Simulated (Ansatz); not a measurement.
A structure relaxed at PBE0-D4/def2-TZVP, charge 0, multiplicity 1:

Cartesian coordinates in Å:
```
O -1.623 1.107 0.493
Si -1.327 -0.515 0.532
O -0.642 -0.998 1.926
Cl -3.106 -1.512 0.418
C -0.214 -0.800 -0.918
Si 1.269 0.297 -0.781
O 1.901 -0.070 0.696
O 0.875 1.869 -0.927
Cl 2.688 -0.049 -2.210
H -2.239 1.465 1.135
H 0.304 -0.808 1.969
H -0.742 -0.578 -1.849
H 0.091 -1.849 -0.936
H 2.726 0.350 0.948
H 0.040 2.091 -0.496
```

Give its formula and SMILES.

CH6Cl2O4Si2, `O[Si](O)(Cl)C[Si](O)(O)Cl`.

Point group (tolerance 0.08 Å, 0.16 Å for H)?

C2.

Summarise the bond lengths by kind.

4 × O–Si 1.627 to 1.648 Å; 4 × H–O 0.959 to 0.966 Å; 2 × Cl–Si 2.043 Å; 2 × C–Si 1.849 Å; 2 × C–H 1.093 Å.

All numbers were calculated with Ansatz.
